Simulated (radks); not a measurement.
All-electron atom: Co10+ in [Ne] 3s2 3p5. Calculated with a radial shooting solver on a logarithmic mesh with Libxc functionals: scalar-relativistic Kohn-Sham, SCAN, spin-unpolarised, spherical densities, finite nucleus; meta-GGA in the generalised Kohn-Sham scheme; Fermi nuclear charge, rms radius 3.7875 fm. Some entries of the table are withheld. Estimate them.

orbital,occ.,eigenvalue (hartree),<r^2> (bohr^2),<r> (bohr)
1s,2,-289.7306,(1),0.05621
2s,2,-43.20227,0.07602,0.2539
2p,6,-38.37079,0.06140,0.2238
3s,2,-12.26479,0.5514,(2)
3p,5,-10.77551,(3),0.7006

Answer. 
(1) 1s <r^2> (bohr^2): 0.004252
(2) 3s <r> (bohr): 0.6961
(3) 3p <r^2> (bohr^2): 0.5659
